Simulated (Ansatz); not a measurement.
Start from `BC(C)Br` and change one element to get `BC(C)Cl`.

Ansatz, PBE0-D4/def2-TZVP geometries, multiplicity 1. 

Scalar relativity is left out up to krypton.

```csv
property,`BC(C)Br`
LUMO energy (B3LYP/def2-TZVPP) / eV,-1.16
size of the dipole moment (B3LYP/def2-TZVPP) / D,1.97
size of the dipole moment (PBE/def2-TZVPP) / D,1.96
HOMO energy (PBE0/def2-TZVPP) / eV,-8.37
HOMO energy (ωB97M-V/def2-TZVPP) / eV,-10.63
HOMO–LUMO gap (B3LYP/def2-TZVPP) / eV,6.95
```

Problem. Give the same properties after the change, and the shifts. (Best estimate.)

Solution. Ansatz gave: 
```
                                        property  `BC(C)Cl`  shift
             LUMO energy (B3LYP/def2-TZVPP) / eV      -0.63   0.53
size of the dipole moment (B3LYP/def2-TZVPP) / D       1.98   0.01
  size of the dipole moment (PBE/def2-TZVPP) / D       1.98   0.02
              HOMO energy (PBE0/def2-TZVPP) / eV      -8.71  -0.34
           HOMO energy (ωB97M-V/def2-TZVPP) / eV     -10.97  -0.34
           HOMO–LUMO gap (B3LYP/def2-TZVPP) / eV       7.86   0.91
```

With PBE0 the HOMO falls by 0.34 eV and the LUMO rises by 0.54 eV, so the gap widens by about 0.88 eV. PBE moves the HOMO by -0.28 eV and ωB97M-V by -0.34 eV. Dipoles are sizes alone; their direction can turn.

B3LYP here is the variant with VWN-RPA as its local correlation; programs differ in this.

Spin–orbit coupling is left out; it splits and shifts lone-pair levels of the heavy atoms by tenths of an eV.
